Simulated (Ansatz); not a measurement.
Consider the ligand exchange at the Al–N bond: `C[N](C)[AlH][OH]` + H₂S → `[OH][AlH][SH]` + `CNC`.

Isolated molecules relaxed with PBE0-D4/def2-TZVP in Ansatz; ΔE leaves out vibrations. CBS: MP2 limit from def2 TZ/QZ plus the TZ coupled-cluster correction, frozen cores. This one scheme is used for every species. DFT in def2-TZVPP. HSE06 is defined as in plane-wave codes. Each species was taken in one conformer, which may not be the lowest.

Q: Is it downhill or uphill in electronic energy at CCSD(T)/CBS, and by how much? (Best estimate.)

A: The calculation gave: Downhill: ΔE = -26.5 kJ/mol.

Q: What do these levels give: revPBE-D4, HSE06-D4, ωB97M-V, PBE-QIDH, BLYP, r2SCAN, r2SCANh, BHLYP, LC-ωPBE, MP2/def2-SVP, CCSD/def2-TZVPP, HF/def2-QZVPP? (Estimate.)

A: The calculation gave: revPBE-D4 -28.9, HSE06-D4 -32.3, ωB97M-V -26.5, PBE-QIDH -31.6, BLYP -28.3, r2SCAN -30.3, r2SCANh -31.1, BHLYP -30.2, LC-ωPBE -31.2, MP2/def2-SVP -20.2, CCSD/def2-TZVPP -24.6, HF/def2-QZVPP -35.0 kJ/mol.

Largest T1 diagnostic among the species: 0.012.

Leaving LDA and LC-ωPBE aside and taking each functional with its dispersion term where it has one, the values, not all of them listed here, spread over 11.5 kJ/mol, from HSE06-D4 to BLYP-D4. LDA lies +10.5 kJ/mol from PBE without D4. At CCSD(T), def2-SVP lies +7.3 kJ/mol from the extrapolated value and def2-TZVPP +2.8 kJ/mol. The D4 term adds +5.7 kJ/mol with B3LYP and +3.3 kJ/mol with PBE0; it sums over pairs of atoms, weighted by their polarisabilities, and B3LYP, whose exchange is more repulsive, gets the larger term.

B3LYP here is the variant with VWN-RPA as its local correlation; programs differ in this.
